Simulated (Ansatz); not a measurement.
Reaction (ligand exchange at a B–O bond): `[SiH3]OB(S)Cl` + H–F → `FB(S)Cl` + silanol

Gas-phase electronic energies from Ansatz, PBE0-D4/def2-TZVP geometries. CBS: MP2 limit from def2 TZ/QZ plus the TZ coupled-cluster correction, frozen cores. This one scheme is used for every species. Functionals use def2-TZVPP. B3LYP here is the variant with VWN-RPA as its local correlation; programs differ in this. One conformer a species, not always the lowest.

`[SiH3]OB(S)Cl`:

Cartesian coordinates in Å:
```
Si 0.729 -0.969 1.122
O 0.578 0.447 0.276
B -0.206 0.974 -0.674
S -1.596 0.039 -1.368
Cl 0.146 2.610 -1.237
H 1.962 -1.647 0.661
H 0.833 -0.617 2.556
H -0.454 -1.833 0.884
H -1.992 0.995 -2.220
```

H–F:

```xyz
2

F    -0.036    0.382   -0.254
H     0.036   -0.382    0.254
```

`FB(S)Cl`:

Z-matrix (Å, degrees):
```
B
F 1 1.319
Cl 1 1.749 2 118.8
S 1 1.794 2 121.9 3 -180.0
H 4 1.344 1 95.1 2 -0.0
```

`O[SiH3]`:

```xyz
6

O    -0.439   -0.241    1.180
Si    0.279    0.027   -0.279
H    -1.383   -0.096    1.248
H    -0.283   -0.856   -1.338
H     1.716   -0.272   -0.086
H     0.110    1.438   -0.724
```

CCSD(T)/CBS gives -0.1 kcal/mol.

Problem. Another level gave -3.9 kcal/mol. Which?
A. B3LYP-D4/def2-TZVPP
B. r2SCANh-D4/def2-TZVPP
C. MP2/def2-TZVPP
D. PBE/def2-TZVPP

Solution. D. PBE -3.9, r2SCANh-D4 -2.5, B3LYP-D4 -1.4, MP2/def2-TZVPP -0.3 kcal/mol.

Largest T1 diagnostic among the species: 0.012.

The D4 term adds +2.7 kcal/mol with B3LYP and +1.5 kcal/mol with PBE0; it sums over pairs of atoms, weighted by their polarisabilities, and B3LYP, whose exchange is more repulsive, gets the larger term. From BLYP to BHLYP (50 % exact exchange), in def2-TZVPP and without D4, ΔE moves by +1.8 kcal/mol. At CCSD(T), def2-SVP lies −2.4 kcal/mol from the extrapolated value and def2-TZVPP −1.0 kcal/mol.
